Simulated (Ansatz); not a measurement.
The first iterations of a band of ClGaH2 (4 atoms, charge 0, multiplicity 1).

Level of theory: Ansatz 0.2.0, RKS r2SCAN/def2-mTZVP.

```json
{
 "movable images": "9",
 "climbing image": "yes",
 "spring": "5.0 eV/Å²",
 "optimiser": "quadratic models (default)",
 "start path": "straight line",
 "force threshold": "0.05 eV/Å",
 "iteration limit": "29",
 "end points": "relaxed"
}
```

Image 0:

```xyz
4
Properties=species:S:1:pos:R:3
Ga 0.453 0.000 0.073
Cl 0.821 0.000 2.198
H 1.731 0.000 -0.811
H -1.048 0.000 -0.329
```

Image 10:

```xyz
4
Properties=species:S:1:pos:R:3
Ga -0.475 0.000 -0.276
Cl 2.755 0.000 1.576
H 1.604 0.000 0.896
H -1.926 0.000 -1.066
```

| iteration | highest image above the first end (eV) | largest band force component (eV/Å) |
| --- | --- | --- |
| 1 | 2.971 | 1.789 |
| 2 | 2.668 | 0.642 |
| 3 | 2.626 | 1.920 |

Does the band converge within its limit, and where does its top end?

The run converged. It ended after 9 iterations with the highest image 2.392 eV above the first end. Another band between the same ends (9 images) ends at a top of the same energy, where a vibrational analysis finds 1 clearly imaginary mode. The orbitals stay closed-shell, which can raise the energy where a bond breaks towards radicals; this wasn't checked here.

The run took 5.5 min on 1 thread of AMD EPYC 7R43 64-Core Processor (Zen 3), with other jobs on the host, peak memory 0.13 GiB.
